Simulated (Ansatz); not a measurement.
Two isomers of CH6BFOSi: A = `B[SiH](F)OC`, B = `FBOC[SiH3]`.

Isolated molecules relaxed with PBE0-D4/def2-TZVP in Ansatz; ΔE leaves out vibrations. CBS: MP2 limit from def2 TZ/QZ plus the TZ coupled-cluster correction, frozen cores. DFT in def2-TZVPP. B3LYP here is the variant with VWN-RPA as its local correlation; programs differ in this. Each species was taken in one conformer, which may not be the lowest.

A:

```xyz
11

B    -1.104    1.715    1.179
Si   -0.064    0.804   -0.281
F     1.281    1.629   -0.575
O     0.267   -0.678    0.314
C     0.702   -1.794   -0.433
H    -2.267    1.970    1.078
H    -0.561    1.997    2.205
H    -0.705    0.650   -1.617
H     0.347   -2.701    0.059
H     1.794   -1.820   -0.474
H     0.310   -1.772   -1.455
```

B:

```xyz
11

F    -0.318    2.331   -0.792
B     0.328    1.392   -1.484
O     0.789    0.287   -0.883
C     0.612    0.037    0.513
Si   -0.699   -1.302    0.781
H     0.500    1.539   -2.655
H     1.576   -0.296    0.908
H     0.336    0.952    1.046
H    -1.993   -0.841    0.215
H    -0.286   -2.560    0.110
H    -0.845   -1.538    2.242
```

Which isomer does CCSD(T)/CBS put lower? Give the gap. (An estimate is asked.)

Computed: B, by 16.1 kcal/mol.

Give E(B) − E(A) in kcal/mol with HF/def2-TZVPP, r2SCAN-D4, MP2/def2-TZVPP, B2PLYP, PBE0-D4, B3LYP, ωB97M-V. (Estimate.)

Ansatz gave: HF/def2-TZVPP -13.5, r2SCAN-D4 -18.7, MP2/def2-TZVPP -17.3, B2PLYP -17.4, PBE0-D4 -18.9, B3LYP -17.9, ωB97M-V -18.5. None reverses the order clearly.

Largest T1 diagnostic: 0.013.

From PBE to PBE0 (25 % exact exchange), in def2-TZVPP and without D4, E(B) − E(A) moves by +1.5 kcal/mol. In def2-TZVPP, CCSD(T) changes the Hartree–Fock value by −3.9 kcal/mol (the triples alone add −1.0 kcal/mol) and MP2 by −3.8 kcal/mol.
